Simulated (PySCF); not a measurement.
## Predicted spectroscopic data

How the numbers were obtained: coordinates at the GFN2-xTB level, shielding tensors at PBE0/pcSseg-1 (GIAO), in PySCF 2.14.0 with density-fitted response routines (a single conformation, non-relativistic Hamiltonian, fast rotation and ring inversion assumed for equivalent nuclei, no solvent).

Referencing at the same level of theory: TMS for ¹H (σref 31.72), ¹³C (σref 186.93). Splittings of carbon signals by F and P are missing where no couplings were computed. Where no couplings were computed, multiplicities follow the n + 1 count of equivalent neighbours, and m marks all less simple cases (inequivalent or close neighbours, rings, F or P nearby). Shifts are as computed. Against solution values, carbons near 30 ppm lie about +3 ppm off and those near 130 ppm about +5 ppm; carbons on Cl a further +6 ppm. Of 1211 compounds with measured shifts, 218 miss one by over three times the rms of a fit or turn the order of signals round; such compounds aren't used in these exercises. Carbons bonded to Cl come out too deshielded. OH and NH positions are gas-phase values without hydrogen bonding to other molecules.

**1.** `c1(NNC)ccc(F)cc1`, C7H9FN2. ¹H NMR (500 MHz, computed): δ 7.19 (m, 2H), 7.08 (m, 2H), 4.10 (br s, 1H), 2.91 (br s, 1H), 2.61 (s, 3H). ¹³C{¹H} NMR (computed): δ 165.5 (C), 149.0 (C), 121.8 (CH), 116.0 (CH), 39.9 (CH3).

**2.** `InChI=1S/C5H6ClFO2/c1-4(8)2-5(6)9-3-7/h2H,3H2,1H3/b5-2+`. ¹H NMR (500 MHz, computed): δ 6.27 (s, 1H), 6.20 (m, 2H), 2.23 (s, 3H). ¹³C{¹H} NMR (computed): δ 195.7 (C), 165.4 (C), 108.7 (CH), 99.8 (CH2), 35.0 (CH3).
